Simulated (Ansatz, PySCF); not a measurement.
Gas-phase reaction in SMILES: CC(C)[Si](O)(O)O [trihydroxy(propan-2-yl)silane] + 6 [H][H] (H2) → 3 C (CH4) + 3 O (H2O) + [SiH4] (SiH4)
Geometries: B3LYP-D3(BJ)/def2-TZVP minima from Ansatz (a quantum-chemistry and plane-wave program), one conformer each, not searched for the lowest. Frequencies are from Ansatz or PySCF.

Property: energy of full hydrogenation (enthalpy at 298 K, with B3LYP-D3(BJ) rigid-rotor harmonic-oscillator terms), in kcal/mol. Valence correlation only, unless marked. Spin-orbit coupling is left out. Non-relativistic. CBS(X,Y): correlation extrapolated as X^-3; Hartree-Fock from the larger set. The bracket is a focal-point correction in the basis named.

RI-MP2/CBS(aug-cc-pV(T+d)Z,aug-cc-pV(Q+d)Z)+[CCSD(T)-MP2]/aug-cc-pV(T+d)Z (Ansatz) gives 38.0 kcal/mol.

Another calculation gave 35.8 kcal/mol. Which level was it?
(A) PBE0/def2-TZVPD (Ansatz)
(B) revPBE/def2-TZVPD (Ansatz)
(C) PBE-QIDH/def2-TZVPD (Ansatz)
(D) LC-wPBE/def2-TZVPD (Ansatz)

C, PBE-QIDH/def2-TZVPD (Ansatz). The others give 26.0 (PBE0), 20.6 (revPBE), 28.6 (LC-wPBE) kcal/mol.
